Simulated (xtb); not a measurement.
xtb input:

```bash
xtb mol.xyz --gfn 2 --sp --chrg 1 --uhf 0
```
mol.xyz:
```
3

Ir    -0.00005197     0.00280108     0.01877456
O      1.69477546    -0.01726923    -0.08509689
O     -1.69427528    -0.00969118    -0.09560824
```

Q: What final total energy does it print?

A: -11.18148 Eh (GFN2-xTB).

This state (charge 1, singlet) is run at the relaxed geometry of the species with charge 0 and multiplicity 2.
